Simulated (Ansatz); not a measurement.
cyclo-(H2SnO)2 (Sn2O2H4). The state is a singlet with charge 0. Geometry relaxed at B3LYP-D4/def2-SVP.

```xyz
8

Sn    0.371    1.426    0.231
H     1.340    1.927    1.560
H    -0.137    2.696   -0.811
O     1.126   -0.171   -0.756
Sn   -0.371   -1.426   -0.231
H     0.137   -2.696    0.811
H    -1.340   -1.927   -1.560
O    -1.126    0.171    0.757
```

In the def2 sets Sn takes a core potential; there is no spin–orbit coupling.

**Question.** Estimate the harmonic wavenumbers at RKS B3LYP-D4/def2-SVP (Ansatz, unscaled). Is this a minimum?

**Answer.** 142, 237, 406, 408, 439, 446, 476, 523, 614, 622, 640, 660, 692, 710, 1889, 1898, 1898, 1899 cm⁻¹. Yes, no mode is imaginary beyond noise. Zero-point energy 87.3 kJ/mol. Run time 55 s (4 threads of Arm Neoverse V2 on a shared host).
